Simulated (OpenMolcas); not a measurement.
# Rh²⁺: effect of the basis set

```json
{
  "Program": "OpenMolcas 26.06",
  "Method": "MS-CASPT2, IPEA 0.25 Eh, imaginary shift 0.1 Eh (closed shells correlated: 4s 4p)",
  "Active space": "7 electrons in 10 orbitals (4d 5d)",
  "State averaging": "2S+1 = 4 even, 10 roots; 2S+1 = 2 even, 40 roots",
  "Spin-orbit coupling": "state interaction with AMFI integrals over the reference wave functions, term energies averaged over their components"
}
```

A. ANO-R2 [7s5p4d2f1g], X2C, finite nucleus; CASPT2 step about 40 core-minutes
B. ANO-RCC-VTZP [7s6p4d2f1g], DKH2, point nucleus; CASPT2 step roughly 26 core-minutes
C. ANO-RCC-VQZP [8s7p5d3f2g1h], DKH2, point nucleus; CASPT2 step roughly 40 core-minutes

Energies in eV above 4d⁷ ⁴F_9/2, the measured ground level; measured values from the list in Shadmi, J. Res. Natl. Bur. Stand. 70A, 435 (1966).

```
               Level       A       B       C  Measured
          4d⁷ ⁴F_9/2  0.0000  0.0000  0.0000    0.0000
          4d⁷ ⁴F_7/2   0.256   0.256   0.260    0.2663
          4d⁷ ⁴F_5/2   0.417   0.417   0.424    0.4322
          4d⁷ ⁴F_3/2   0.519   0.519   0.527    0.5359
          4d⁷ ⁴P_3/2   1.390   1.388   1.403    1.3635
          4d⁷ ⁴P_5/2   1.394   1.393   1.415    1.3716
          4d⁷ ⁴P_1/2   1.563   1.562   1.585          
          4d⁷ ²G_9/2   1.664   1.662   1.643          
          4d⁷ ²G_7/2   1.916   1.913   1.899          
   4d⁷ ²P_3/2 [55 %]   2.040   2.037   2.038          
         4d⁷ ²H_11/2   2.243   2.247   2.222          
          4d⁷ ²P_1/2   2.284   2.280   2.284          
       4d⁷ ²D_5/2(1)   2.346   2.346   2.333          
          4d⁷ ²H_9/2   2.497   2.500   2.481          
4d⁷ ²D_3/2(1) [73 %]   2.760   2.759   2.757          
          4d⁷ ²F_5/2   3.427   3.429   3.407          
          4d⁷ ²F_7/2   3.561   3.562   3.543          
       4d⁷ ²D_3/2(2)   5.481   5.492   5.449          
       4d⁷ ²D_5/2(2)   5.621   5.632   5.591
```

Deviations, from unrounded energies. A percentage is the sum of absolute deviations over the sum of measured energies, with the sign that they share, or ± where signs differ.

| Against measurement | Levels | A | B | C |
| --- | --- | --- | --- | --- |
| mean absolute deviation (cm-1) | 5 | 150 | 140 | 170 |
| fine structure of the ground term (%) | 3 | -3.4 | -3.4 | -1.9 |
| other terms of the ground configuration (%) | 2 | +1.8 | +1.7 | +3.1 |

A, B lie about equally close to measurement and C furthest from it. The largest miss of B in the table is 4d⁷ ⁴P_3/2, by +200 cm-1. The ranking rests on the paired levels alone, and a cruder setting can come out closer through cancelling errors.

The two smallest mean deviations differ by little beside CASPT2's spread within terms, so their order carries little weight.

Among A to C the level of the table that moves most is 4d⁷ ²D_3/2(2), by 350 cm-1 (lowest in C, highest in B). Moves below CASPT2's spread within the term are not significant.

Term energies are means over components that CASPT2 splits; among the terms shown or strongly mixed into the levels shown the widest spread is 1300 cm-1 (4d⁷ ⁴F, A). Active for correlation alone: 5d; no level in the range computed is led by a configuration that fills it, so any true level of that kind is missing. The CASPT2 spread within a term exceeds the gap to the next term for 4d⁷ ²H and 4d⁷ ²D(1), so the order of their levels is uncertain (holds for B; C). Computed and measured levels are paired by configuration, term and J; levels that our copy of the source lacks, or whose pairing is in doubt (as where it misses far off the trend of its configuration), stay unpaired and out of the deviations. Only configurations of the active space appear.

A share in square brackets marks a mixed level and gives the weight of the term that names it, the lowest over the columns. A number in round brackets counts repeated terms of one configuration in the order of the reference energies.
